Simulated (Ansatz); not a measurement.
(LiI)3 ring (Li₃I₃). Total charge 0; triplet. Geometry PBE0-D4/def2-SVP, that of the neutral singlet; atoms count from 1.

| atom | x (Å) | y (Å) | z (Å) |
| --- | --- | --- | --- |
| Li1 | 0.075 | -1.583 | -1.393 |
| I2 | -1.657 | 0.059 | -2.310 |
| Li3 | -1.305 | 1.627 | -0.321 |
| I4 | -0.102 | 2.133 | 1.877 |
| Li5 | 1.230 | -0.044 | 1.714 |
| I6 | 1.759 | -2.192 | 0.433 |

In the def2 sets I takes a core potential; there is no spin–orbit coupling. At PBE0-D4/def2-TZVP a singlet of charge 0 lies 5.48 eV below the triplet at the same geometry.

Estimate the Mulliken populations from the PBE0/def2-TZVP orbitals of Ansatz.


```csv
atom,charge (e),spin (α − β)
Li1,0.31,0.42
I2,-0.45,0.25
Li3,0.53,0.20
I4,-0.45,0.25
Li5,0.31,0.42
I6,-0.25,0.47
```
Mulliken values and Mayer orders depend strongly on the basis.

Where does the spin sit?

Summed by element: Li 1.04, I 0.96, of 2 unpaired in all. Largest on single atoms: I6 0.47, Li5 0.42, Li1 0.42.
